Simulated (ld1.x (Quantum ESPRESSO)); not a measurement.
## Si: one change to an ultrasoft potential, before and after

| Item | Value |
| --- | --- |
| Element | silicon (Si) |
| Generator | ld1.x (Quantum ESPRESSO) 7.5 |
| Type | ultrasoft |
| Functional | PBE |
| Relativity | scalar-relativistic |
| Frozen core | [Ne] |
| Valence charge | 4 |
| Reference configuration | 3s2 3p2 |
| Partial waves | 3s (bound): rcut 1.25, rcutus 1.60 bohr; 3s channel at -0.4 Ry: rcut 1.25, rcutus 1.60 bohr; 3p (bound): rcut 1.55, rcutus 2.00 bohr; 3p channel at 2.2 Ry: rcut 1.55, rcutus 2.00 bohr; 3d channel at -0.1 Ry: rcut 1.45, rcutus 1.60 bohr |
| Local potential | all-electron potential smoothed inside 1.20 bohr (lloc = -1) |
| Core correction | Bessel-smoothed model core, default radius (core density twice the valence density) |
| Augmentation charge | PSQ, radius 1.20 bohr |

Change: core correction Bessel-smoothed model core inside 1.88 bohr.

Cutoffs: the cutoffs (Ry, on a coarse ladder) from which the occupation-weighted sum of valence levels, in a spherical-Bessel basis at the reference potential, stays within 10 and 1 mRy of its value at 400 Ry; they do not see the model core or the augmentation charge, which bear on the density cutoff. Errors are all-electron minus pseudo energies relative to the spin-unpolarised reference configuration.

Q: How do hardness, ghosts and transferability respond?

A: The potential gets neither clearly harder nor softer (12 Ry and 18 Ry → 12 Ry and 18 Ry); both files keep a bound ghost (s); of the 7 tests that both files solve, the error grows in 3 and shrinks in 1 by more than 15 % and 0.3 meV (median size 1.5 → 3.2 meV). The default core radius of the base comes out at 1.13 bohr. A wider model core is smoother and lowers the density cutoff, which this test does not measure.

| quantity | base | changed |
| --- | --- | --- |
| cutoff, loose | 12 Ry | 12 Ry |
| cutoff, tight | 18 Ry | 18 Ry |
| bound ghosts | s | s |
| error for 3s2 3p1, meV [ΔE 7.74 eV] | -0.1 | -1.3 |
| error for 3s2 3p0, meV [ΔE 23.73 eV] | +0.2 | -10 |
| error for 3s1 3p0, meV [ΔE 57.70 eV] | -24 | -33 |
| error for 3s1 3p2, meV [ΔE 15.17 eV] | -3.6 | -3.2 |
| error for 3s2 3p2.3, meV [ΔE -0.93 eV] | +0.1 | 0.0 |
| error for 3s1 3p3, meV [ΔE 6.81 eV] | -1.5 | +0.8 |
| error for 3s0 3p4, meV [ΔE 13.78 eV] | -5.5 | +6.2 |
| s: phases at 2.21 bohr within 0.05 rad from the reference energy up to (Ry; the scan ends near 5) | 4.9 | 4.9 |
| p: phases at 2.21 bohr within 0.05 rad from the reference energy up to (Ry; the scan ends near 5) | to the end of the scan | to the end of the scan |
| d: phases at 2.21 bohr within 0.05 rad from the reference energy up to (Ry; the scan ends near 5) | 2.3 | 2.3 |
| lowest overlap eigenvalue by channel | s 0.49, p 0.69, d 1.00 | s 0.49, p 0.69, d 1.00 |

 A true bound ghost makes a file unfit for plane-wave use even where its test errors are small: the radial tests pick states by their node count and pass the ghost by.
